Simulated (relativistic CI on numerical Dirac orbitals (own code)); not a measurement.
V2+ in a cubic cluster: 3s photoemission with charge transfer

Computed with a charge-transfer multiplet model of a cubic metal-ligand cluster with up to 2 ligand holes, Slater and spin-orbit integrals from Dirac-Coulomb-Breit ions, Slater integrals scaled by 0.7. The parameters are those of a tetrahedral site (10Dq negative, t2 hopping the larger). The ground state mixes d3 with configurations of k ligand holes L, whose averages lie at kΔ + k(k − 1)U_dd/2; a core hole lowers each added d electron by U_cd. 20 K, Lorentzian 1.4 eV and Gaussian 0.8 eV FWHM.

Atomic integrals in eV (Slater integrals scaled, ζ unscaled), ground: F2dd 6.242, F4dd 3.880, zeta_d 0.019; with the core hole: F2dd 7.136, F4dd 4.475, zeta_d 0.026, G2cd 7.352.

Cluster parameters (eV): Δ = 8, U_dd = 5.1, 10Dq = -0.5, 10Dq(ligand) = 0, V(eg) = 1.32, V(t2g) = -2.25, final-state hopping factor = 1.

| Case | n_d | d3 | d4L | d5L2 | S |
| --- | --- | --- | --- | --- | --- |
| U_cd = 6 eV | 3.28 | 0.74 | 0.24 | 0.02 | 1.50 |
| U_cd = 7.2 eV | 3.28 | 0.74 | 0.24 | 0.02 | 1.50 |
| U_cd = 7.8 eV | 3.28 | 0.74 | 0.24 | 0.02 | 1.50 |

Weights, n_d and S are thermal averages at 20 K. Binding energies count from the first peak over 30 % of the highest in each spectrum, which can be another peak from case to case. The parameters are a model scan and need not match a compound or its usual spin state. Peaks in eV (height, largest 100):
- U_cd = 6 eV: 0.0 (100), 5.5 (63), 14.9 (8)
- U_cd = 7.2 eV: 0.0 (100), 5.4 (62), 9.3 (20), 15.1 (13)
- U_cd = 7.8 eV: 0.0 (100), 5.3 (61), 9.3 (23), 15.2 (16)

Curve for U_cd = 7.2 eV (points under 2 left out, the grid thinned):

E (eV), Intensity and a bar:
```
     -3.8        4.4 #
     -3.3        5.7 #
     -2.8        7.8 ##
     -2.3       11.1 ###
     -1.8       17.2 #####
     -1.4       26.5 ########
     -0.9       49.1 ###############
     -0.4       84.2 #########################
      0.1       99.3 ##############################
      0.6       72.5 ######################
      1.1       41.3 ############
      1.6       24.7 #######
      2.1       17.1 #####
      2.6       13.8 ####
      3.0       13.2 ###
      3.5       15.0 ####
      4.0       20.7 ######
      4.5       33.7 ##########
      5.0       53.5 ################
      5.5       61.7 ##################
      6.0       48.3 ##############
      6.5       34.0 ##########
      7.0       27.2 ########
      7.4       25.0 #######
      7.9       22.7 ######
      8.4       19.9 ######
      8.9       19.4 #####
      9.4       19.7 #####
      9.9       17.1 #####
     10.4       13.1 ###
     10.9        9.7 ##
     11.3        7.6 ##
     11.8        5.7 #
     12.3        4.7 #
     12.8        4.4 #
     13.3        5.0 #
     13.8        6.7 #
     14.3        9.5 ##
     14.8       12.5 ###
     15.3       12.8 ###
     15.7       10.0 ##
     16.2        6.1 #
     16.7        3.8 #
     17.2        2.7 
     17.7        2.1
```

For the case U_cd = 6 eV, Δ = 8 eV is larger than U_dd = 5.1 eV, the Mott-Hubbard side of the Zaanen-Sawatzky-Allen scheme. With the core hole the configuration with one ligand hole lies at Δ − U_cd = 2.0, 0.8, 0.2 eV from the one without, in the order of the table; where this is negative the screened configuration lies lower, though the effective hopping of about 5.2 eV (from the holes of the mixed ground state) mixes the two strongly wherever it is as large as the gap.

Without intra-shell correlation the exchange splitting of the 3s hole comes out too large.
